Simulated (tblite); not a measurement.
C₈H₁₂.
SMILES with atom numbers: `[CH2:1]=[CH:2][C@H:3]1[CH2:4][C@H:5]2[CH2:6][C@H:7]2[CH2:8]1` (hydrogens: H9, H10 on C1; H11 on C2; H12 on C3; H13, H14 on C4; H15 on C5; H16, H17 on C6; H18 on C7; H19, H20 on C8)

Computed with GFN2-xTB (tblite), gas phase: L-BFGS steps from a force-field or distance-geometry start until the largest atomic force falls under 0.01 eV/Å.

Step 2: E = -631.3315 eV
```
atom  x, y, z in Å  |  force x, y, z in eV/Å
C1     -3.0924    0.2436   -0.6732    0.078  -0.004   0.018
C2     -1.8096    0.0163   -0.8960   -0.107  -0.043  -0.137
C3     -0.7404    0.1028    0.1393    0.188  -0.114   0.042
C4      0.0301   -1.2291    0.3437    0.047   0.139  -0.165
C5      1.3756   -0.8016    0.8942   -0.095  -0.009   0.170
C6      2.4838   -0.3975   -0.0338   -0.204   0.055   0.037
C7      1.5827    0.6439    0.5629   -0.174   0.057   0.076
C8      0.3639    1.1347   -0.1965    0.045  -0.078   0.050
H9     -3.4584    0.5173    0.3040    0.001  -0.002  -0.036
H10    -3.8278    0.1663   -1.4568   -0.007   0.006   0.032
H11    -1.4889   -0.2631   -1.8988    0.060   0.058   0.213
H12    -1.1720    0.3786    1.1120   -0.039  -0.005  -0.199
H13     0.1441   -1.7732   -0.5944   -0.053   0.056  -0.099
H14    -0.4872   -1.8760    1.0470   -0.086  -0.054   0.005
H15     1.5983   -1.1484    1.8883    0.257  -0.195   0.080
H16     3.4936   -0.4526    0.3501   -0.033  -0.010  -0.053
H17     2.4078   -0.6252   -1.0895   -0.098   0.026   0.113
H18     1.9499    1.3086    1.3214    0.330   0.187   0.077
H19     0.5622    1.1733   -1.2659   -0.081  -0.041  -0.126
H20     0.0797    2.1328    0.1390   -0.029  -0.030  -0.098
```

Step 3: E = -631.3494 eV
```
atom  x, y, z in Å  |  force x, y, z in eV/Å
C1     -3.0903    0.2436   -0.6734   -0.124   0.019   0.034
C2     -1.8135    0.0152   -0.8944    0.202  -0.058  -0.136
C3     -0.7422    0.1020    0.1327    0.309  -0.165   0.150
C4      0.0312   -1.2294    0.3407   -0.009   0.113  -0.088
C5      1.3742   -0.7996    0.9033   -0.124  -0.073   0.117
C6      2.4766   -0.3953   -0.0299   -0.136   0.052   0.025
C7      1.5792    0.6461    0.5733   -0.105   0.137   0.028
C8      0.3622    1.1320   -0.1988    0.108  -0.014   0.070
H9     -3.4565    0.5158    0.2974   -0.061   0.054   0.173
H10    -3.8248    0.1672   -1.4509   -0.118  -0.012  -0.118
H11    -1.4856   -0.2601   -1.8879    0.078  -0.013  -0.044
H12    -1.1727    0.3775    1.1003   -0.082   0.030  -0.032
H13     0.1409   -1.7711   -0.6022    0.001   0.078   0.004
H14    -0.4898   -1.8765    1.0451   -0.055  -0.022  -0.061
H15     1.6115   -1.1581    1.8928    0.164  -0.152  -0.004
H16     3.4882   -0.4529    0.3458    0.006   0.000  -0.006
H17     2.4036   -0.6245   -1.0848   -0.144   0.033   0.087
H18     1.9669    1.3173    1.3248    0.169   0.062  -0.070
H19     0.5570    1.1714   -1.2713   -0.023  -0.057  -0.033
H20     0.0789    2.1307    0.1344   -0.054  -0.011  -0.094
```

Step 4: E = -631.3581 eV
```
atom  x, y, z in Å  |  force x, y, z in eV/Å
C1     -3.0920    0.2440   -0.6731    0.193  -0.039  -0.016
C2     -1.8112    0.0138   -0.8947   -0.085   0.020  -0.002
C3     -0.7392    0.0994    0.1309    0.215  -0.086   0.144
C4      0.0314   -1.2287    0.3385   -0.001   0.029   0.010
C5      1.3716   -0.7996    0.9101   -0.049   0.003   0.026
C6      2.4710   -0.3934   -0.0272   -0.100   0.051   0.071
C7      1.5763    0.6497    0.5801   -0.014   0.016  -0.011
C8      0.3627    1.1306   -0.1995    0.102   0.025   0.058
H9     -3.4564    0.5158    0.2966   -0.077   0.066   0.225
H10    -3.8250    0.1675   -1.4495   -0.149  -0.015  -0.162
H11    -1.4824   -0.2588   -1.8833    0.098  -0.057  -0.199
H12    -1.1744    0.3773    1.0937   -0.079   0.032   0.042
H13     0.1393   -1.7687   -0.6065    0.036   0.081   0.041
H14    -0.4918   -1.8767    1.0426   -0.043  -0.008  -0.095
H15     1.6211   -1.1658    1.8949    0.098  -0.127  -0.035
H16     3.4850   -0.4529    0.3433   -0.006   0.007   0.010
H17     2.3989   -0.6235   -1.0809   -0.170   0.035   0.055
H18     1.9785    1.3227    1.3251    0.085   0.028  -0.106
H19     0.5538    1.1694   -1.2744    0.017  -0.067   0.029
H20     0.0775    2.1293    0.1304   -0.071   0.006  -0.085
```

Question: Estimate the geometry and energy of step 5. (The exact step hangs on the optimiser's Hessian estimate; all steps are aligned on step 4, rigid shifts and turns removed.)

Answer: E = -631.3656 eV, largest force 0.204 eV/Å
```
atom  x, y, z in Å  |  force x, y, z in eV/Å
C1     -3.0890    0.2435   -0.6731   -0.132   0.017   0.033
C2     -1.8116    0.0130   -0.8942    0.199  -0.024  -0.037
C3     -0.7334    0.0959    0.1311   -0.024   0.047   0.056
C4      0.0318   -1.2280    0.3369    0.021  -0.046   0.103
C5      1.3685   -0.7994    0.9177    0.050   0.067  -0.046
C6      2.4642   -0.3906   -0.0233   -0.030   0.019   0.077
C7      1.5734    0.6535    0.5870    0.092  -0.083  -0.010
C8      0.3650    1.1296   -0.1994    0.034   0.043   0.029
H9     -3.4575    0.5169    0.2995   -0.018   0.026   0.098
H10    -3.8278    0.1676   -1.4508   -0.032  -0.004  -0.055
H11    -1.4774   -0.2586   -1.8825    0.057  -0.053  -0.183
H12    -1.1774    0.3776    1.0877   -0.047   0.025   0.104
H13     0.1384   -1.7649   -0.6101    0.075   0.072   0.055
H14    -0.4946   -1.8771    1.0383   -0.041  -0.015  -0.101
H15     1.6325   -1.1757    1.8962    0.024  -0.091  -0.061
H16     3.4812   -0.4529    0.3408   -0.027   0.015   0.022
H17     2.3910   -0.6219   -1.0760   -0.186   0.036   0.024
H18     1.9917    1.3286    1.3235    0.000  -0.002  -0.125
H19     0.5510    1.1662   -1.2769    0.062  -0.075   0.085
H20     0.0748    2.1281    0.1248   -0.077   0.025  -0.068
```

The energy changes by -0.0075 eV. The first-order estimate −F·Δx gives -0.0125 eV and the mean of the old and new forces, exact on a quadratic surface, -0.0075 eV. The step makes an angle of 54° with the force vector and moves no atom by more than 0.015 Å.

The cost below is that of the whole relaxation. On one thread, Arm Neoverse V1 (aarch64) (shared host), this took 0.35 s.
